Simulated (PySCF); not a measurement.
## Circular dichroism: `ClC[C@H]1CC[C@@H]1Br`, C$_{5}$H$_{8}$BrCl

Geometry:
```json
{"atom": "Cl1", "x (Å)": "1.728", "y (Å)": "-1.965", "z (Å)": "-0.131"}
{"atom": "C2", "x (Å)": "0.947", "y (Å)": "-0.879", "z (Å)": "-1.318"}
{"atom": "C3", "x (Å)": "-0.034", "y (Å)": "0.065", "z (Å)": "-0.653"}
{"atom": "C4", "x (Å)": "-1.108", "y (Å)": "-0.516", "z (Å)": "0.286"}
{"atom": "C5", "x (Å)": "-0.807", "y (Å)": "0.602", "z (Å)": "1.297"}
{"atom": "C6", "x (Å)": "0.477", "y (Å)": "0.905", "z (Å)": "0.523"}
{"atom": "Br7", "x (Å)": "0.864", "y (Å)": "2.780", "z (Å)": "0.138"}
{"atom": "H8", "x (Å)": "0.439", "y (Å)": "-1.518", "z (Å)": "-2.040"}
{"atom": "H9", "x (Å)": "1.747", "y (Å)": "-0.325", "z (Å)": "-1.810"}
{"atom": "H10", "x (Å)": "-0.476", "y (Å)": "0.691", "z (Å)": "-1.431"}
{"atom": "H11", "x (Å)": "-2.119", "y (Å)": "-0.547", "z (Å)": "-0.111"}
{"atom": "H12", "x (Å)": "-0.834", "y (Å)": "-1.500", "z (Å)": "0.659"}
{"atom": "H13", "x (Å)": "-1.529", "y (Å)": "1.415", "z (Å)": "1.250"}
{"atom": "H14", "x (Å)": "-0.673", "y (Å)": "0.303", "z (Å)": "2.334"}
{"atom": "H15", "x (Å)": "1.374", "y (Å)": "0.497", "z (Å)": "0.985"}
```

Method: PySCF, TDDFT wB97X-D/def2-SVPD circular dichroism and optical rotation, one conformer, gas phase. Geometry: GFN2-xTB.

The molecule is flexible and this is one conformer; a measurement averages over conformers. The calculation is non-relativistic, which matters for the atoms heavier than Zn.

(1) What are the CIP labels of the stereocentres?

(2) Which excitations and rotatory strengths does the calculation give?

## Answers

(1) C3 R, C6 S.

(2) Rotatory strengths R in 10⁻⁴⁰ esu² cm², velocity form and length form (origin at the centre of mass); f in length form.
| state | E (eV) | λ (nm) | f | R (velocity) | R (length) | main |
| --- | --- | --- | --- | --- | --- | --- |
| 1 | 6.15 | 202 | 0.002 | +0.8 | +0.8 | HOMO→LUMO 0.86 |
| 2 | 6.20 | 200 | 0.0007 | +0.8 | +0.8 | HOMO−1→LUMO 0.88 |
| 3 | 7.47 | 166 | 0.005 | +2.7 | +2.5 | HOMO−2→LUMO+1 0.45, HOMO−3→LUMO+1 0.18 |
| 4 | 7.61 | 163 | 0.006 | -5.0 | -4.9 | HOMO−3→LUMO+1 0.41, HOMO−2→LUMO+1 0.26 |
| 5 | 7.85 | 158 | 0.072 | -23.4 | -24.2 | HOMO→LUMO+2 0.60, HOMO→LUMO+3 0.24 |
| 6 | 7.92 | 157 | 0.104 | -1.9 | -1.6 | HOMO−1→LUMO+2 0.59, HOMO−1→LUMO+3 0.27 |
| 7 | 8.15 | 152 | 0.156 | -5.0 | -7.3 | HOMO−4→LUMO 0.24, HOMO−2→LUMO 0.24 |
| 8 | 8.21 | 151 | 0.006 | +25.0 | +25.9 | HOMO−5→LUMO 0.35, HOMO−3→LUMO 0.31 |

Among the states computed, the strongest CD band (largest |R|) is state 8. The largest dissymmetry factor in size, g = 4R/(D+G), with D and G the electric and magnetic dipole strengths, is +0.053 for state 8 (velocity form, f = 0.006), among bands with |R| over 0.5. The mirror image has the same energies and oscillator strengths and all R with the opposite sign.
